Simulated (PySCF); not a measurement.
Atom-mapped SMILES (the numbers label the heavy atoms): `[CH3:1][C:2](=[O:3])[O:4][SiH2:5][O:6][C:7]([CH3:8])=[O:9]`; H(Xn) means a hydrogen on atom n.

Geometry: GFN2-xTB; GIAO absolute shieldings from PySCF 2.14, gas phase, non-relativistic, averaged over equivalent atoms.

At OPBE/pcSseg-1 (200 basis functions, 48 s wall time on 1 thread of an Arm Neoverse V1, shared host):
```csv
atoms,σ (ppm)
C2/C7,21.1
C1/C8,164.5
O3/O9,-121.0
O4/O6,123.8
Si5,381.1
H(Si5),26.19
H(C1)/H(C8),29.51
```

**Question.** Predict the values at PBE0/pcSseg-1 on the same geometry.

**Answer.** 
| atoms | σ at PBE0/pcSseg-1 | change |
| --- | --- | --- |
| C2/C7 | 9.5 | -11.6 |
| C1/C8 | 162.9 | -1.6 |
| O3/O9 | -137.2 | -16.2 |
| O4/O6 | 126.9 | +3.1 |
| Si5 | 374.7 | -6.4 |
| H(Si5) | 26.40 | +0.21 |
| H(C1)/H(C8) | 29.54 | +0.03 |

The largest change is at O3/O9 (carbonyl oxygen). Cost: 200 basis functions, 34 s wall time on 1 thread of an Arm Neoverse V1, shared host.
